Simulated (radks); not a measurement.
Species: the gold ion Au2+. Configuration: [Xe] 4f14 5d8 6s1 (not the ground configuration).

Calculated with a radial shooting solver on a logarithmic mesh with Libxc functionals: scalar-relativistic Kohn-Sham, r2SCAN, spin-polarised, spherical densities, finite nucleus; open shells are filled with parallel spins first (spin-orbit coupling, left out, can overturn this in heavy ions); meta-GGA in the generalised Kohn-Sham scheme; Fermi nuclear charge, rms radius 5.4371 fm.

Energy parts (hartree):
part                       energy
total                 -19008.5182
kinetic                21258.0102
electron-nucleus      -47219.5515
Hartree                 7315.0548
exchange-correlation    -362.0318

Orbitals (lengths in bohr, moments of r in powers of bohr; <r^-3> diverges for s and p1/2; r(max) is where P^2 peaks):
[
 {"orbital": "1s up", "occ.": "1", "eigenvalue (hartree)": "-2971.887", "<r^-3>": "-", "<r>": "0.01687", "<r^4>": "4.253e-07", "r(max)": "0.01042"},
 {"orbital": "1s down", "occ.": "1", "eigenvalue (hartree)": "-2971.886", "<r^-3>": "-", "<r>": "0.01687", "<r^4>": "4.253e-07", "r(max)": "0.01042"},
 {"orbital": "2s up", "occ.": "1", "eigenvalue (hartree)": "-526.1961", "<r^-3>": "-", "<r>": "0.07112", "<r^4>": "0.00006230", "r(max)": "0.06015"},
 {"orbital": "2s down", "occ.": "1", "eigenvalue (hartree)": "-526.1872", "<r^-3>": "-", "<r>": "0.07112", "<r^4>": "0.00006230", "r(max)": "0.06015"},
 {"orbital": "2p up", "occ.": "3", "eigenvalue (hartree)": "-455.0113", "<r^-3>": "25490", "<r>": "0.06425", "<r^4>": "0.00005059", "r(max)": "0.04981"},
 {"orbital": "2p down", "occ.": "3", "eigenvalue (hartree)": "-455.0042", "<r^-3>": "25490", "<r>": "0.06425", "<r^4>": "0.00005059", "r(max)": "0.04981"},
 {"orbital": "3s up", "occ.": "1", "eigenvalue (hartree)": "-125.3236", "<r^-3>": "-", "<r>": "0.1837", "<r^4>": "0.002246", "r(max)": "0.1695"},
 {"orbital": "3s down", "occ.": "1", "eigenvalue (hartree)": "-125.3218", "<r^-3>": "-", "<r>": "0.1837", "<r^4>": "0.002246", "r(max)": "0.1695"},
 {"orbital": "3p up", "occ.": "3", "eigenvalue (hartree)": "-104.5839", "<r^-3>": "5846", "<r>": "0.1850", "<r^4>": "0.002472", "r(max)": "0.1689"},
 {"orbital": "3p down", "occ.": "3", "eigenvalue (hartree)": "-104.5815", "<r^-3>": "5846", "<r>": "0.1850", "<r^4>": "0.002472", "r(max)": "0.1689"},
 {"orbital": "3d up", "occ.": "5", "eigenvalue (hartree)": "-82.36613", "<r^-3>": "723.6", "<r>": "0.1677", "<r^4>": "0.001906", "r(max)": "0.1378"},
 {"orbital": "3d down", "occ.": "5", "eigenvalue (hartree)": "-82.36037", "<r^-3>": "723.6", "<r>": "0.1677", "<r^4>": "0.001906", "r(max)": "0.1378"},
 {"orbital": "4s up", "occ.": "1", "eigenvalue (hartree)": "-28.18222", "<r^-3>": "-", "<r>": "0.4070", "<r^4>": "0.05037", "r(max)": "0.3827"},
 {"orbital": "4s down", "occ.": "1", "eigenvalue (hartree)": "-28.17373", "<r^-3>": "-", "<r>": "0.4070", "<r^4>": "0.05037", "r(max)": "0.3827"},
 {"orbital": "4p up", "occ.": "3", "eigenvalue (hartree)": "-21.35157", "<r^-3>": "1402", "<r>": "0.4332", "<r^4>": "0.06727", "r(max)": "0.4026"},
 {"orbital": "4p down", "occ.": "3", "eigenvalue (hartree)": "-21.34391", "<r^-3>": "1401", "<r>": "0.4332", "<r^4>": "0.06724", "r(max)": "0.4026"},
 {"orbital": "4d up", "occ.": "5", "eigenvalue (hartree)": "-13.10333", "<r^-3>": "152.1", "<r>": "0.4583", "<r^4>": "0.09349", "r(max)": "0.4103"},
 {"orbital": "4d down", "occ.": "5", "eigenvalue (hartree)": "-13.09414", "<r^-3>": "152.1", "<r>": "0.4582", "<r^4>": "0.09330", "r(max)": "0.4104"},
 {"orbital": "4f up", "occ.": "7", "eigenvalue (hartree)": "-3.96449", "<r^-3>": "29.31", "<r>": "0.4987", "<r^4>": "0.1876", "r(max)": "0.3766"},
 {"orbital": "4f down", "occ.": "7", "eigenvalue (hartree)": "-3.95188", "<r^-3>": "29.37", "<r>": "0.4978", "<r^4>": "0.1847", "r(max)": "0.3766"},
 {"orbital": "5s up", "occ.": "1", "eigenvalue (hartree)": "-5.02053", "<r^-3>": "-", "<r>": "0.9289", "<r^4>": "1.362", "r(max)": "0.8492"},
 {"orbital": "5s down", "occ.": "1", "eigenvalue (hartree)": "-4.97016", "<r^-3>": "-", "<r>": "0.9259", "<r^4>": "1.339", "r(max)": "0.8476"},
 {"orbital": "5p up", "occ.": "3", "eigenvalue (hartree)": "-3.20701", "<r^-3>": "235.8", "<r>": "1.068", "<r^4>": "2.507", "r(max)": "0.9519"},
 {"orbital": "5p down", "occ.": "3", "eigenvalue (hartree)": "-3.14449", "<r^-3>": "239.1", "<r>": "1.062", "<r^4>": "2.432", "r(max)": "0.9494"},
 {"orbital": "5d up", "occ.": "5", "eigenvalue (hartree)": "-1.15157", "<r^-3>": "15.21", "<r>": "1.461", "<r^4>": "10.62", "r(max)": "1.189"},
 {"orbital": "5d down", "occ.": "3", "eigenvalue (hartree)": "-1.06824", "<r^-3>": "15.63", "<r>": "1.449", "<r^4>": "10.41", "r(max)": "1.180"},
 {"orbital": "6s up", "occ.": "1", "eigenvalue (hartree)": "-0.92488", "<r^-3>": "-", "<r>": "2.339", "<r^4>": "55.08", "r(max)": "2.090"},
 {"orbital": "6s down", "occ.": "0", "eigenvalue (hartree)": "-0.82255", "<r^-3>": "-", "<r>": "2.402", "<r^4>": "62.90", "r(max)": "2.112"}
]

The highest occupied level is 6s up at -25.167 eV. Summed over all electrons, <r^2> = 44.48 bohr^2, which gives a Langevin (diamagnetic) susceptibility term of -35.2 x 10^-6 cm^3/mol.
